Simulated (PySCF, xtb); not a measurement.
C3H9Si, SMILES C[Si](C)C, multiplicity 2.

Harmonic wavenumbers (cm⁻¹) from GFN2-xTB in xtb at its own minimum, in rising order: 103, 114, 115, 171, 172, 203, 637, 738, 738, 783, 786, 786, 855, 855, 865, 1362, 1362, 1372, 1481, 1487, 1487, 1491, 1491, 1498, 2984, 2984, 2991, 3041, 3042, 3043, 3044, 3047, 3047.

What does PBE-D3(BJ)/def2-SVP (PySCF 2.14.0) give at its own minimum? (The exact figures need the calculation; the answer reports its results.)

135, 146, 146, 192, 192, 211, 586, 653, 653, 656, 697, 697, 828, 828, 832, 1198, 1198, 1210, 1366, 1375, 1375, 1380, 1380, 1394, 2953, 2953, 2954, 3049, 3049, 3049, 3078, 3078, 3078. Paired by order, the mean absolute difference is 64 cm⁻¹ and the zero-point energies are 68.9 and 66.6 kcal/mol.
